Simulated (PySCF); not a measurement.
# Radial density of Ar(2+) (argon, charge +2)

UHF, [Ne] 3s2 3p4, high-spin 3P determinant. Computed with PySCF 2.14 in dyall-av2z (13s9p2d, 50 functions), with no relativity, point nucleus.

```json
{"r (bohr)": "0.00164", "4πr²ρ (e/bohr)": "0.1223", "4πr²(ρα − ρβ)": "0.0000"}
{"r (bohr)": "0.00276", "4πr²ρ (e/bohr)": "0.3318", "4πr²(ρα − ρβ)": "0.0000"}
{"r (bohr)": "0.00463", "4πr²ρ (e/bohr)": "0.8785", "4πr²(ρα − ρβ)": "0.0000"}
{"r (bohr)": "0.00780", "4πr²ρ (e/bohr)": "2.217", "4πr²(ρα − ρβ)": "0.0001"}
{"r (bohr)": "0.0131", "4πr²ρ (e/bohr)": "5.187", "4πr²(ρα − ρβ)": "0.0004"}
{"r (bohr)": "0.0221", "4πr²ρ (e/bohr)": "10.65", "4πr²(ρα − ρβ)": "0.0017"}
{"r (bohr)": "0.0371", "4πr²ρ (e/bohr)": "17.67", "4πr²(ρα − ρβ)": "0.0082"}
{"r (bohr)": "0.0624", "4πr²ρ (e/bohr)": "20.85", "4πr²(ρα − ρβ)": "0.0388"}
{"r (bohr)": "0.105", "4πr²ρ (e/bohr)": "16.31", "4πr²(ρα − ρβ)": "0.1490"}
{"r (bohr)": "0.177", "4πr²ρ (e/bohr)": "15.65", "4πr²(ρα − ρβ)": "0.3536"}
{"r (bohr)": "0.297", "4πr²ρ (e/bohr)": "21.08", "4πr²(ρα − ρβ)": "0.3102"}
{"r (bohr)": "0.499", "4πr²ρ (e/bohr)": "11.20", "4πr²(ρα − ρβ)": "-0.0202"}
{"r (bohr)": "0.840", "4πr²ρ (e/bohr)": "4.247", "4πr²(ρα − ρβ)": "0.9424"}
{"r (bohr)": "1.41", "4πr²ρ (e/bohr)": "4.539", "4πr²(ρα − ρβ)": "1.5143"}
{"r (bohr)": "2.38", "4πr²ρ (e/bohr)": "0.8526", "4πr²(ρα − ρβ)": "0.2931"}
{"r (bohr)": "4.00", "4πr²ρ (e/bohr)": "0.02174", "4πr²(ρα − ρβ)": "0.0077"}
{"r (bohr)": "6.72", "4πr²ρ (e/bohr)": "0.0001429", "4πr²(ρα − ρβ)": "0.0001"}
```

Question: Where is the radial spin density 4πr²(ρα − ρβ) most negative, and why is it negative at all?

Answer: Around r = 0.499 bohr, down to -0.0202 e/bohr: exchange with the open shell polarises the paired shells in an unrestricted calculation.
